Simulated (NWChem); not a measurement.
System: pyrazole (C3H4N2); SMILES n1ccc[nH]1

All runs: NWChem. Coordinates come from a B3LYP/6-31G* (spherical d) optimisation. Level: M06-2X/def2-SVP with SMD (1 M gas to 1 M solution), gas-phase geometry.

### Question
What does the run give for solvent methanol? Quantities: solvation free energy (kcal/mol); cavity-dispersion-structure term (kcal/mol); dipole in solution (D).

### Answer
solvation free energy (kcal/mol): -7.0
cavity-dispersion-structure term (kcal/mol): 1.3
dipole in solution (D): 3.12
